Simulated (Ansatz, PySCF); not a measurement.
This singlet lies 1.05 eV below the relaxed triplet at the level frozen-core CCSD(T)/aug-cc-pVDZ // PBE0-D3(BJ)/def2-TZVPD (Ansatz, an electronic-structure program).

```xyz
6

Si    -0.6585    -0.0129     0.1399
Al     1.7564    -0.5853     1.0080
Cl     2.7305     0.1951    -0.8985
H     -1.8152    -0.3359     1.0658
H     -0.9248     1.4426    -0.1790
H     -1.0885    -0.7036    -1.1363
```

Charge -1, multiplicity 1.

### Question
Give the Mulliken and meta-Löwdin atomic charges from PBE0-D3(BJ)/def2-TZVPD (PySCF).

### Answer

```csv
atom,Mulliken (e),meta-Löwdin (e)
Si1,-0.15,-0.03
Al2,-0.23,-0.13
Cl3,-0.44,-0.50
H4,-0.07,-0.13
H5,-0.05,-0.11
H6,-0.05,-0.11
```
